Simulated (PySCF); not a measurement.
# Relaxation of singlet AsO2F

All numbers come from PBE0 in PySCF with As def2-TZVP, O def2-TZVP, F def2-TZVP; no relativity; density-fitted integrals. A (50,194) grid was used.

A hand-made T-shaped (ligand arrangement 1) start, of C2v symmetry, held to at least that symmetry:

```xyz
4
charge 0 multiplicity 1, angstrom
As    0.0000    0.0000   -0.2943
O     1.7090    0.0000   -0.2346
O    -1.7090    0.0000   -0.2346
F     0.0000    0.0000    1.5557
```

Question: What forces act on the atoms at the start (eV/Å)?

Answer: 
| atom | Fx | Fy | Fz |
| --- | --- | --- | --- |
| As1 | 0.00 | 0.00 | 6.52 |
| O2 | -3.47 | 0.00 | -2.20 |
| O3 | 3.47 | 0.00 | -2.20 |
| F4 | 0.00 | 0.00 | -2.13 |

Question: What does it relax to?

Answer: It ends at C2v with As–F 1.699 Å, As–O 1.594 Å (×2); F–As–O 110.7° (×2), O–As–O 138.6°. A frequency run shows a minimum. Other isomers or separated fragments may lie lower.

Question: How much energy is released, and in how many steps?

Answer: 209.4 kJ/mol in 7 steps.

The relaxation took 15 s on 4 threads of a shared Arm Neoverse V1 host, with 141 basis functions and 8 gradients; the process peaked at 0.79 GiB. Launch command: `OMP_NUM_THREADS=4 python axn.py task.json out`.
